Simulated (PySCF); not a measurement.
## Working out the excitation energy of Si

Si [Ne] 3s2 3p2 (3P) → Si [Ne] 3s1 3p3 (5S). Calculation: PySCF 2.14, in x2c-TZVPPall; the spin-free X2C one-electron Hamiltonian (Gaussian nucleus). Frozen: [Ne]. Energies in hartree (1 hartree = 27.21139 eV):

| part | Si (lower) | Si (upper) |
| --- | --- | --- |
| UHF | -289.454183 | -289.356368 |
| CCSD correlation | -0.074082 | -0.029758 |
| (T) | -0.002457 | -0.000511 |

**Question.** What does Hartree-Fock give?

**Answer.** (-289.356368) − (-289.454183) = 0.097815 hartree = 2.662 eV.

**Question.** What do CCSD and CCSD(T) give?

**Answer.** The CCSD correlation energies differ by 0.044324 hartree = 1.206 eV and the triples by 0.001946 hartree = 0.053 eV, so CCSD gives 3.868 eV and CCSD(T) 3.921 eV.
